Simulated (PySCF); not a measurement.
Structure problem from calculated spectra and properties.

Elements present: C, H, O and P. Monoisotopic mass: 176.0156 u.

* NMR, other nuclei: isotropic shieldings of nuclei other than C and H, by class: -147 (1 O), 129 (1 O), 412 (1 P), 435 (1 P) ppm [GIAO PBE0/pcSseg-1]
* Rotational structure: rotational constants A, B, C: 1.713, 0.417, 0.373 GHz [GFN2-xTB]
* 1H NMR: chemical shifts (computed TMS as zero) by class: 4.99 (1 H), 3.95 (3 H), 1.28 (6 H) ppm [GIAO PBE0/pcSseg-1]
* 13C NMR: chemical shifts (computed TMS as zero) by class: 181.9 (1 C), 121.8 (1 C), 100.7 (1 C), 54.7 (1 C), 19.1 (2 C) ppm [GIAO PBE0/pcSseg-1]
* Dipole: 1.79 D [PBE0/pcSseg-1]

Electronic properties: PySCF, gas phase, density fitting. Levels stand in brackets. One conformer (not necessarily the lowest) at the GFN2-xTB geometry, without solvent, vibrations or thermal averaging. NMR classes are plain means over equivalent atoms (diastereotopic ones count apart unless rotation or inversion swaps them), as if these changed places fast.

Question: Which formula fits the mass and the elements?

Answer: C6H10O2P2 (calculated 176.0156). No other formula that holds each of these elements comes within 0.0003 u with a fitting electron parity and a possible valence count.

Question: What is the compound? Reason from the data.

Answer: Numbering: `[CH3:1][O:2][C:3](=[O:4])[PH:5][C:6]#[C:7][P:8]([CH3:9])[CH3:10]`. 6 carbons fall into 5 classes; from least to most shielded: carbonyl carbon [C3] (181.9 ppm), alkyne carbon [C7] (121.8 ppm), alkyne carbon [C6] (100.7 ppm), methoxy carbon [C1] (54.7 ppm), sp3 carbon bound to phosphorus [C9/C10] (19.1 ppm, 2 C). Hydrogen classes from least to most shielded: 1 H on a phosphine phosphorus, P5 (4.99 ppm), 3 H on a methoxy carbon, C1 (3.95 ppm), 6 H on 2 like atoms (sp3 carbon bound to phosphorus), C9/C10 (1.28 ppm, a mean of values up to 0.5 ppm apart in this geometry). The other shieldings belong to: -147 ppm, carbonyl oxygen [O4]; 129 ppm, oxygen singly bound to a carbonyl carbon [O2]; 412 ppm, phosphine phosphorus [P8]; 435 ppm, phosphine phosphorus [P5]. The optimised geometry has point group C1 and is an asymmetric top. Structure: `COC(=O)PC#CP(C)C`. Computed isomers that give other values at the same levels: `C#CCP(CP)C(=O)OC` (13C chemical shifts (computed TMS as zero) by class: 186.6 (1 C), 84.0 (1 C), 78.5 (1 C), 54.4 (1 C), 20.6 (1 C), 12.7 (1 C) ppm); `COC1=CC=C(C)[P@@]1(=O)P` (13C chemical shifts (computed TMS as zero) by class: 171.0 (1 C), 137.7 (1 C), 137.6 (1 C), 112.5 (1 C), 60.9 (1 C), 13.3 (1 C) ppm). The assignments are read from this structure; whether some other isomer fits the data as well wasn't checked.

Conformer computed: `[CH3:1][O:2][C:3](=[O:4])[PH:5][C:6]#[C:7][P:8]([CH3:9])[CH3:10]`: C1–O2–C3–O4 1°, O2–C3–P5–C6 58°.
